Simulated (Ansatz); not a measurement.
Geometry optimisation, Ansatz 0.2.0, RKS B3LYP/STO-3G.

Input:

```yaml
crystal:
  periodic: [false, false, false]
  atoms:
    - { symbol: B, position_ang: [-1.4282, 1.7481, 0.3531] }
    - { symbol: Si, position_ang: [-0.1989, 0.5351, -0.3963] }
    - { symbol: F, position_ang: [1.1414, 1.3818, -0.9202] }
    - { symbol: O, position_ang: [0.3184, -0.598, 0.8212] }
    - { symbol: C, position_ang: [1.018, -1.6296, 0.2133] }
    - { symbol: H, position_ang: [-1.9045, 2.6791, -0.3342] }
    - { symbol: H, position_ang: [-1.8018, 1.689, 1.4675] }
    - { symbol: H, position_ang: [-0.7702, -0.1326, -1.5492] }
    - { symbol: H, position_ang: [1.3035, -2.3351, 1.0589] }
    - { symbol: H, position_ang: [1.9627, -1.2169, -0.1752] }
    - { symbol: H, position_ang: [0.425, -2.1778, -0.5185] }
basis:
  gaussian: { orbitals: STO-3G }
hamiltonian:
  xc: b3lyp
relax:
  f_tol: 0.02
  max_steps: 40
scf:
  lower_state_search: "off"
```

Run as:

```bash
$ ansatz run input.yaml --threads 1 --pin off --max-ram 2048MiB --backend cpu --events-out ev --progress --plain --runs-dir out
```

Q: Where does it end, and by what steps?

A: The run converged. The force dipped under the threshold on the way, but the program's further checks kept it going. Limits of this set-up: minimal basis. After 19 steps the energy has fallen by 0.479 eV; H6 moved furthest, 0.51 Å.

```json
{"step": "0", "energy less start (eV)": "0.0000", "largest force component (eV/Å)": "3.084", "accepted": "yes"}
{"step": "1", "energy less start (eV)": "-0.4455", "largest force component (eV/Å)": "0.918", "accepted": "yes"}
{"step": "2", "energy less start (eV)": "-0.4686", "largest force component (eV/Å)": "0.324", "accepted": "yes"}
{"step": "3", "energy less start (eV)": "-0.4711", "largest force component (eV/Å)": "0.157", "accepted": "yes"}
{"step": "4", "energy less start (eV)": "-0.4725", "largest force component (eV/Å)": "0.037", "accepted": "yes"}
{"step": "5", "energy less start (eV)": "-0.4732", "largest force component (eV/Å)": "0.136", "accepted": "yes"}
{"step": "6", "energy less start (eV)": "-0.4756", "largest force component (eV/Å)": "0.027", "accepted": "yes"}
{"step": "7", "energy less start (eV)": "-0.4617", "largest force component (eV/Å)": "0.608", "accepted": "no"}
{"step": "8", "energy less start (eV)": "-0.4764", "largest force component (eV/Å)": "0.059", "accepted": "yes"}
{"step": "9", "energy less start (eV)": "-0.4769", "largest force component (eV/Å)": "0.116", "accepted": "yes"}
{"step": "10", "energy less start (eV)": "-0.4777", "largest force component (eV/Å)": "0.047", "accepted": "yes"}
{"step": "11", "energy less start (eV)": "-0.4784", "largest force component (eV/Å)": "0.011", "accepted": "yes"}
{"step": "12", "energy less start (eV)": "-0.4777", "largest force component (eV/Å)": "0.171", "accepted": "no"}
{"step": "13", "energy less start (eV)": "-0.4784", "largest force component (eV/Å)": "0.097", "accepted": "no"}
{"step": "14", "energy less start (eV)": "-0.4787", "largest force component (eV/Å)": "0.011", "accepted": "yes"}
{"step": "15", "energy less start (eV)": "-0.4783", "largest force component (eV/Å)": "0.142", "accepted": "no"}
{"step": "16", "energy less start (eV)": "-0.4790", "largest force component (eV/Å)": "0.024", "accepted": "yes"}
{"step": "17", "energy less start (eV)": "-0.4790", "largest force component (eV/Å)": "0.043", "accepted": "yes"}
{"step": "18", "energy less start (eV)": "-0.4791", "largest force component (eV/Å)": "0.027", "accepted": "yes"}
{"step": "19", "energy less start (eV)": "-0.4792", "largest force component (eV/Å)": "0.003", "accepted": "yes"}
```

```xyz
11
Properties=species:S:1:pos:R:3
B -1.475 1.851 0.377
Si -0.252 0.532 -0.436
F 1.108 1.193 -1.091
O 0.237 -0.568 0.802
C 1.098 -1.617 0.255
H -1.574 2.941 -0.047
H -2.159 1.566 1.287
H -0.932 -0.197 -1.506
H 1.373 -2.293 1.090
H 2.044 -1.229 -0.185
H 0.598 -2.235 -0.526
```

Run time: 44 s on 1 thread of Arm Neoverse V1, on a shared host, peak memory 0.16 GiB.
